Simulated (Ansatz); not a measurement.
The first iterations of a band of a periodic cell of 17 atoms, Nb$_{16}$H (host Nb, host structure bcc, interstitial H).

Level of theory: Ansatz 0.2.0, DFT PBE, scalar-relativistic, plane waves, PAW. Settings: cutoff 420 eV, k mesh 3x3x3, gaussian smearing 0.15 eV, no spin polarisation.

- movable images: 7
- climbing image: yes
- spring: 10.0 eV/Å²
- optimiser: quadratic models (default)
- start path: IDPP
- force threshold: 0.03 eV/Å
- iteration limit: 73
- end points: relaxed

First end point:

```xyz
17
Lattice="6.6000 0.0000 0.0000 0.0000 6.6000 0.0000 0.0000 0.0000 6.6000" Properties=species:S:1:pos:R:3
Nb -0.009 -0.003 -0.003
Nb 3.287 -0.003 -0.004
Nb 0.039 3.297 0.042
Nb -0.009 -0.003 3.298
Nb 1.667 1.649 1.648
Nb 3.302 3.297 0.004
Nb 3.287 -0.003 3.300
Nb 4.963 1.648 1.648
Nb 0.039 3.297 3.253
Nb 1.667 4.946 1.648
Nb 1.652 1.640 4.948
Nb 3.302 3.297 3.292
Nb 4.963 4.946 1.648
Nb 4.915 1.603 4.948
Nb 1.652 4.954 4.948
Nb 4.916 4.991 4.948
H 5.778 3.297 4.947
```

Last end point:

```xyz
17
Lattice="6.6000 0.0000 0.0000 0.0000 6.6000 0.0000 0.0000 0.0000 6.6000" Properties=species:S:1:pos:R:3
Nb 0.003 -0.001 0.005
Nb 3.303 0.013 -0.003
Nb 0.003 3.262 0.043
Nb 0.003 -0.001 3.292
Nb 1.651 1.633 1.648
Nb 3.303 3.310 -0.002
Nb 3.303 0.013 3.300
Nb 4.954 1.633 1.648
Nb 0.003 3.262 3.254
Nb 1.652 4.938 1.649
Nb 1.660 1.649 4.949
Nb 3.303 3.310 3.299
Nb 4.954 4.937 1.649
Nb 4.946 1.648 4.949
Nb 1.697 4.985 4.949
Nb 4.909 4.985 4.949
H 6.604 4.123 4.948
```

| iteration | highest image above the first end (eV) | largest band force component (eV/Å) |
| --- | --- | --- |
| 1 | 0.295 | 0.693 |
| 2 | 0.857 | 2.515 |

Problem. Does the band converge within its limit, and where does its top end?

Solution. It converged. It ended after 6 iterations with the highest image 0.191 eV above the first end. By the program's own check the climbing image is of a kind that is not told: the force calls were inconclusive, a negative curvature could not be distinguished from the path's own, the only one lies far off the path, or fixed occupations may fill a level only in part (lowest curvatures found: -2.63 and 4.32 eV/Å²). Limits of this set-up: coarse k mesh, odd electron count without spin, a small cell, in which the defect meets its images.

The run took 7.6 min on 4 threads of Intel(R) Xeon(R) 6975P-C (Granite Rapids), with other jobs on the host, peak memory 3.7 GiB.
